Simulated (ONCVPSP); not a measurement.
# palladium (Pd): one change to an ONCV potential, before and after

palladium, optimised norm-conserving Vanderbilt (ONCV), made with ONCVPSP 4.0.1 (PBE, scalar-relativistic). Core [Ar] 3d10, reference 4s2 4p6 4d9 5s1. Waves: 4s+5s: rc 1.50 bohr, ncon 4, nbas 7, qcut 7.7 1/bohr, 2 projectors; 4p: rc 1.00 bohr, ncon 4, nbas 8, qcut 9.5 1/bohr, 2 projectors, debl 1.5 Ha; 4d: rc 1.45 bohr, ncon 3, nbas 7, qcut 6.3 1/bohr, 2 projectors, debl 1.2 Ha. Local part: polynomial inside 0.80 bohr (lpopt 5, dvloc0 0 Ha). Core correction: Teter function fitted to the true core (icmod 2), fcfact 0.7.

In the p channel the program set the typed energies aside and used -2.002, 0.250 Ha.

Change: reference 4s2 4p6 4d7; wave 4s+5s: rc 1.50 bohr, ncon 4, nbas 7, qcut 7.7 1/bohr, 2 projectors becomes 4s: rc 1.50 bohr, ncon 4, nbas 7, qcut 7.7 1/bohr, 2 projectors, debl 3.6 Ha. In the s channel the program set the typed energies aside and used -4.633, 0.050 Ha. In the p channel the program set the typed energies aside and used -3.360, 0.250 Ha. In the d channel the program set the typed energies aside and used -1.530, 0.250 Ha.

Cutoffs: the cutoffs (Ha) at which the residual kinetic energy of the hardest occupied pseudo-wave falls to 1 and 0.1 mHa per electron; they do not see the model core or the augmentation charge, which bear on the density cutoff. Errors are all-electron minus pseudo energies relative to the spin-unpolarised reference configuration.

Q: What does the change do?

A: The potential gets harder (56 Ha and 119 Ha → 73 Ha and 122 Ha); the lowest positive-energy flag moves from s at 45.1 eV to s at 26.4 eV; neither file shows a bound ghost.

```csv
quantity,base,changed
"cutoff, loose",56 Ha,73 Ha
"cutoff, tight",119 Ha,122 Ha
loose cutoff by channel,"s 23 Ha, p 43 Ha, d 56 Ha","s 23 Ha, p 44 Ha, d 73 Ha"
bound ghosts,none,none
GHOST(+) flags under 300 eV,s at 45.1 eV,s at 26.4 eV
tests with a reliable result,3 of 4,3 of 4
s: phases at 1.52 bohr within 0.05 rad from the reference energy up to (Ha; the scan ends near 5),1.4,0.9
p: phases at 1.01 bohr within 0.05 rad from the reference energy up to (Ha; the scan ends near 5),to the end of the scan,to the end of the scan
d: phases at 1.47 bohr within 0.05 rad from the reference energy up to (Ha; the scan ends near 5),to the end of the scan,4.0
"rms error of d²Exc/dni dnj with the model core, mHa",1.24,1.78
```
